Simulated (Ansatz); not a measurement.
Ansatz (a quantum-chemistry and plane-wave program) input (B3LYP-D3(BJ)/def2-TZVP):

Ansatz 0.2 input:
```yaml
crystal:
  periodic: [false, false, false]
  atoms:
    - {symbol: C, position_ang: [-0.25302846, 0.27260588, -0.19266012]}
    - {symbol: S, position_ang: [1.27248369, 0.04818055, 0.06779973]}
    - {symbol: H, position_ang: [-1.09006287, -0.31942872, 0.13394352]}
basis:
  gaussian:
    orbitals: def2-TZVP
hamiltonian:
  xc: b3lyp
  dispersion: d3bj
magnetization: {spin_polarized: true, initial_magnetization: 1}
relax: {f_tol: 0.002, max_steps: 150}
```

End of the output:

```
reference -11887.40736051 eV, -436.8541629246 hartree; 12, 11 occupied and 62, 63 virtual orbitals, 495 factors
relax step   4: F+E_penalty+E_count = -11887.47445001 eV  Δ(F+E_penalty+E_count) = -5.030e-4 eV  max|allowed force component| = 5.470e-2 eV/Å  Δτ_max = 0.0081 Å  (41 SCF iters, accepted)
these checks for a lower state are left out or cut short: starts, cluster_reference, orbital_swaps, neighbouring_geometries, increment
integrals: 0.01 GiB planned
495 factors; their error is unknown
mean field: 0.19 GiB planned
mean field -11887.40715825 eV, -436.8541554916 hartree, gradient 2.6e-5 eV, S^2 0.756027; 0 other end points of the search recorded, 0 dependent functions left out
the calculation of the forces begins
reference -11887.40733867 eV, -436.8541621220 hartree; 12, 11 occupied and 62, 63 virtual orbitals, 495 factors
relax step   5: F+E_penalty+E_count = -11887.47444067 eV  Δ(F+E_penalty+E_count) = +9.346e-6 eV  max|allowed force component| = 6.011e-2 eV/Å  Δτ_max = 0.0018 Å  (41 SCF iters, rejected (line search))
these checks for a lower state are left out or cut short: starts, cluster_reference, orbital_swaps, neighbouring_geometries, increment
integrals: 0.01 GiB planned
495 factors; their error is unknown
mean field: 0.19 GiB planned
mean field evaluation 64: about -11887.4072 eV, gradient 2.2e-5 eV
mean field -11887.40720577 eV, -436.8541572381 hartree, gradient 2.2e-5 eV, S^2 0.756042; 0 other end points of the search recorded, 0 dependent functions left out
the calculation of the forces begins
reference -11887.40738622 eV, -436.8541638695 hartree; 12, 11 occupied and 62, 63 virtual orbitals, 495 factors
relax step   6: F+E_penalty+E_count = -11887.47448193 eV  Δ(F+E_penalty+E_count) = -3.192e-5 eV  max|allowed force component| = 6.969e-4 eV/Å  Δτ_max = 0.0009 Å  (30 SCF iters, accepted)
integrals: 0.01 GiB planned
495 factors; their error is unknown
mean field: 0.19 GiB planned
mean field -11887.40720577 eV, -436.8541572381 hartree, gradient 2.2e-5 eV, S^2 0.756042; 2 other end points of the search recorded, 0 dependent functions left out
the calculation of the forces begins
reference -11887.40738622 eV, -436.8541638695 hartree; 12, 11 occupied and 62, 63 virtual orbitals, 495 factors
Total energy: -11887.47466239 eV, -436.8566362229 hartree
Atom 0 at    -0.240572     0.256279    -0.181017 Å, force     0.000631     0.000015     0.000037 eV/Å
Atom 1 at     1.284553     0.059011     0.061585 Å, force    -0.000697     0.000037    -0.000076 eV/Å
Atom 2 at    -1.114588    -0.313932     0.128516 Å, force     0.000066    -0.000052     0.000039 eV/Å
Dipole moment:    -0.107067    -0.158619     0.096195 e Å
```

It need not be the lowest isomer of its formula.
